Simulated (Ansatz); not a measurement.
C₂H₈BN (`CBNC`). Total charge 0; spin multiplicity 1. All single points use the PBE0-D4/def2-TZVP geometry. It is one conformer, not always the lowest.

```xyz
12

C    -0.518    1.335    1.393
B     0.149    0.673    0.136
N    -0.088   -0.652   -0.208
C     0.461   -1.371   -1.332
H    -1.170    0.665    1.960
H    -1.109    2.209    1.097
H     0.248    1.717    2.076
H     0.893    1.295   -0.577
H    -0.707   -1.203    0.368
H     1.113   -0.703   -1.895
H     1.052   -2.235   -1.011
H    -0.323   -1.730   -2.006
```

(1) What is the dipole moment at PBE/def2-TZVPP? (An estimate is asked.)

(2) And with r2SCAN, B3LYP, ωB97M-V? (Estimate.)

(3) Give the Mulliken charges with PBE, r2SCAN, B3LYP in def2-TZVPP. (Best estimate.)

## Answers

(1) The calculation gave: 1.68 D, with components (-0.44, -1.60, -0.20) D in this frame, pointing from negative to positive charge.

(2) Ansatz gave: r2SCAN 1.62 D, B3LYP 1.61 D, ωB97M-V 1.61 D.

(3) The calculation gave: 
| atom | PBE | r2SCAN | B3LYP |
| --- | --- | --- | --- |
| C1 | -0.35 | -0.25 | -0.32 |
| B2 | 0.00 | 0.07 | 0.02 |
| N3 | -0.13 | -0.19 | -0.18 |
| C4 | -0.16 | -0.03 | -0.15 |
| H5 | 0.06 | 0.02 | 0.06 |
| H6 | 0.10 | 0.06 | 0.09 |
| H7 | 0.10 | 0.06 | 0.09 |
| H8 | -0.03 | -0.05 | -0.02 |
| H9 | 0.14 | 0.14 | 0.13 |
| H10 | 0.09 | 0.05 | 0.09 |
| H11 | 0.10 | 0.06 | 0.10 |
| H12 | 0.10 | 0.06 | 0.10 |

B3LYP here is the variant with VWN-RPA as its local correlation; programs differ in this.
